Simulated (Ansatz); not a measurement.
Total energies of Li6Al from Ansatz at PBE-D4/def2-TZVPD, gas phase (1 Eh = 27.2114 eV = 2625.5 kJ/mol). The reference geometry is relaxed at PBE0-D4/def2-TZVP.

```xyz
7

Al   -0.554   -0.301   -0.204
Li   -0.039    2.228   -0.388
Li    0.568   -0.635   -2.516
Li   -2.707    0.912    0.728
Li    0.035    0.343    2.232
Li    0.626   -2.574    0.188
Li    2.071    0.026   -0.040
```

```tsv
state	geometry	energy (Eh)
charge 0 doublet	reference	-287.30487
charge -1 singlet	reference	-287.33876
charge -1 singlet	relaxed at PBE0-D4/def2-TZVPD	-287.33919
free Al atom (doublet)	–	-242.22767
free Li atom (doublet)	–	-7.46192
```

(1) Work out the vertical electron affinity, to the singlet.

(2) How much does the charge -1 singlet relax, and what is the adiabatic electron affinity?

(3) What is the binding energy per atom against free atoms?

(1) E(charge 0 doublet) − E(charge -1 singlet) = -287.30487 − (-287.33876) = 0.03389 Eh = 0.92 eV.

(2) Relaxation: -287.33876 − (-287.33919) = 0.00043 Eh = 0.01 eV. Adiabatic electron affinity: 0.03432 Eh = 0.93 eV, without zero-point energy. 

(3) Atoms: 1 × (-242.22767) + 6 × (-7.46192) = -286.99919 Eh. Binding: -286.99919 − (-287.30487) = 0.30568 Eh = 8.32 eV, or 1.19 eV for each of 7 atoms (no zero-point energy, no counterpoise term).

The restricted singlet is unstable towards broken spin symmetry in Hartree–Fock (as tested in another run); at PBE-D4/def2-TZVPD this wasn't settled. At PBE-D4/def2-TZVPD the highest occupied level of the charge -1 singlet lies above zero (up to 0.27 eV). By energy differences its removal costs 0.92 eV (vertical, to the charge 0 doublet, at PBE-D4/def2-TZVPD); a positive level beside a positive removal energy at the same level points to self-interaction error. At PBE-D4/def2-TZVPD the highest occupied level of the relaxed charge -1 singlet lies above zero (up to 0.26 eV). By energy differences its removal costs 0.93 eV (each at its own geometry, to the charge 0 doublet, at PBE-D4/def2-TZVPD); the vertical value is larger still, so the positive level points to self-interaction error. A triplet lies near this restricted singlet, and broken spin symmetry wasn't tried. 

The structure comes from a short search, and lower isomers may exist.
